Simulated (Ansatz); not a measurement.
System: C4H3NOS, charge 0, multiplicity 1. 
Coordinates optimised at B3LYP-D3(BJ)/def2-TZVP (Ansatz, a program for electronic structure):
```xyz
10

O     -2.8774     0.0137     0.1011
C     -1.9478    -0.7570     0.0594
C     -0.5350    -0.3440     0.0147
C     -0.0907     0.9525     0.0145
S      1.6125     0.9833    -0.0449
C      1.6230    -0.7550    -0.0659
N      0.4509    -1.3013    -0.0312
H     -2.0942    -1.8530     0.0515
H     -0.6908     1.8463     0.0461
H      2.5521    -1.3046    -0.1050
```
Charge 0, spin multiplicity 1.

Dipole moments at this geometry, in debye (magnitudes).

```json
[
 {"level": "SVWN5/def2-TZVPD", "program": "Ansatz", "dipole (D)": "3.41"},
 {"level": "PBE/def2-TZVPD", "program": "Ansatz", "dipole (D)": "3.30"},
 {"level": "r2SCAN/def2-TZVPD", "program": "Ansatz", "dipole (D)": "[?]"},
 {"level": "B97M-V/def2-TZVPD", "program": "Ansatz", "dipole (D)": "3.30"},
 {"level": "B3LYP/def2-TZVPD", "program": "Ansatz", "dipole (D)": "3.40"},
 {"level": "PBE0/def2-TZVPD", "program": "Ansatz", "dipole (D)": "3.34"},
 {"level": "BHLYP/def2-TZVPD", "program": "Ansatz", "dipole (D)": "3.45"},
 {"level": "r2SCAN0/def2-TZVPD", "program": "Ansatz", "dipole (D)": "3.38"},
 {"level": "HSE06/def2-TZVPD", "program": "Ansatz", "dipole (D)": "3.34"},
 {"level": "LC-wPBE/def2-TZVPD", "program": "Ansatz", "dipole (D)": "3.29"},
 {"level": "wB97M-V/def2-TZVPD", "program": "Ansatz", "dipole (D)": "3.32"},
 {"level": "wB97X-V/def2-TZVPD", "program": "Ansatz", "dipole (D)": "3.29"},
 {"level": "CCSD(T)/aug-cc-pV(D+d)Z", "program": "Ansatz", "dipole (D)": "[?]"}
]
```

What belongs in the gaps?


- r2SCAN/def2-TZVPD, dipole (D): 3.34
- CCSD(T)/aug-cc-pV(D+d)Z, dipole (D): 3.10
